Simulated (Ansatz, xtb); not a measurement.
Relative energy of two isomers of C5H3NS2

Structure X is `c1cc2sncc2s1`, a singlet and structure Y is `N#Cc1ccc(S)s1`, a singlet. Both are isolated molecules in the gas phase, relaxed with r2SCAN-D4/def2-SVP; the shapes shown needn't be the lowest conformers.

X (Å):

```yaml
atoms:
  - { symbol: C, position_ang: [-0.0783, 1.8248, 0.7505] }
  - { symbol: C, position_ang: [-0.1367, 1.1573, -0.4501] }
  - { symbol: C, position_ang: [1.0419, 0.3857, -0.6567] }
  - { symbol: C, position_ang: [3.1290, -0.2994, 0.1457] }
  - { symbol: C, position_ang: [1.9694, 0.4846, 0.3919] }
  - { symbol: N, position_ang: [3.1299, -0.9633, -0.9926] }
  - { symbol: S, position_ang: [1.7100, -0.6768, -1.8466] }
  - { symbol: S, position_ang: [1.3847, 1.5359, 1.6413] }
  - { symbol: H, position_ang: [-0.8331, 2.4891, 1.1747] }
  - { symbol: H, position_ang: [-0.9816, 1.2236, -1.1370] }
  - { symbol: H, position_ang: [3.9956, -0.3918, 0.8083] }
```

Y (Å):

```json
{"atom": "C", "x (Å)": "-0.7944", "y (Å)": "2.0936", "z (Å)": "0.5491"}
{"atom": "C", "x (Å)": "0.3150", "y (Å)": "1.3014", "z (Å)": "0.1913"}
{"atom": "C", "x (Å)": "0.7585", "y (Å)": "0.9554", "z (Å)": "-1.0765"}
{"atom": "C", "x (Å)": "1.9141", "y (Å)": "0.1431", "z (Å)": "-1.0604"}
{"atom": "C", "x (Å)": "2.3556", "y (Å)": "-0.1335", "z (Å)": "0.2245"}
{"atom": "N", "x (Å)": "-1.7124", "y (Å)": "2.7490", "z (Å)": "0.8539"}
{"atom": "S", "x (Å)": "3.7547", "y (Å)": "-1.1125", "z (Å)": "0.6179"}
{"atom": "S", "x (Å)": "1.3481", "y (Å)": "0.6062", "z (Å)": "1.4208"}
{"atom": "H", "x (Å)": "0.2494", "y (Å)": "1.2877", "z (Å)": "-1.9826"}
{"atom": "H", "x (Å)": "2.4129", "y (Å)": "-0.2326", "z (Å)": "-1.9556"}
{"atom": "H", "x (Å)": "3.6626", "y (Å)": "-0.9836", "z (Å)": "1.9597"}
```

Quicker runs give these differences E(Y) − E(X): GFN2-xTB +117.8 kJ/mol; HF/STO-3G +42.6 kJ/mol (at GFN2-xTB geometries); r2SCAN-D4/def2-SVP//GFN2-xTB +40.1 kJ/mol.

Question: Estimate E(Y) − E(X) at the level CCSD(T)/def2-SVP + ΔMP2/def2-TZVPP.

Answer: Not settled: CCSD(T)/def2-SVP + ΔMP2/def2-TZVPP gives E(Y) − E(X) = +32.0 kJ/mol, but this leans on the basis-set step: CCSD(T) alone gives +2.2 kJ/mol.

How the difference moves with the method:

```tsv
level	geometry	E(Y) − E(X) (kJ/mol)	departure from the last row (kJ/mol)	job, with rough time for the two
GFN2-xTB	GFN2-xTB	+117.8	+85.8	optimisation, 0.13 s
HF/STO-3G	GFN2-xTB	+42.6	+10.6	single point, 0.28 s
r2SCAN-D4/def2-SVP//GFN2-xTB	GFN2-xTB	+40.1	+8.1	single point, 1.6 s
r2SCAN-D4/def2-SVP	r2SCAN-D4/def2-SVP	+41.0	+9.0	optimisation, 13 s
HF/def2-SVP	r2SCAN-D4/def2-SVP	−21.1	−53.1	part of the CCSD(T) run
MP2/def2-SVP	r2SCAN-D4/def2-SVP	+7.0	−25.1	part of the CCSD(T) run
CCSD(T)/def2-SVP	r2SCAN-D4/def2-SVP	+2.2	−29.8	single point
CCSD(T)/def2-SVP + ΔMP2/def2-TZVPP	r2SCAN-D4/def2-SVP	+32.0		single point, 23 s
```

As drawn, Y has 1 C≡N, 1 C–C, 1 C–S, 1 S–H in place of 1 C∷C, 1 C∷S, 1 N∷S, 1 C∷N, 1 C–H (∷ is an aromatic bond). Structure X has 2 5-membered rings (with an aromatic ring), Y a 5-membered ring (with an aromatic ring).

HF/def2-SVP puts the two in the other order. The largest departure from CCSD(T)/def2-SVP + ΔMP2/def2-TZVPP is that of GFN2-xTB, 85.8 kJ/mol. The last row adds to CCSD(T) the change of the MP2 difference between the two basis sets, here +29.8 kJ/mol, a large step that makes the value less sure.

With thermal terms from frequencies at re-optimised GFN2-xTB minima (ideal gas, soft modes damped towards free rotors, one conformer each, 298.15 K, 1 atm): on the last row, ΔE + ΔZPE = +19.0, ΔH = +23.6, ΔG = +13.0 kJ/mol.

The correlated steps freeze 16 core orbitals. Programs: Ansatz 0.2.0, xtb 6.7.1; the last row on 4 threads of AMD EPYC 9R45 96-Core Processor (Zen 5) on a shared host.
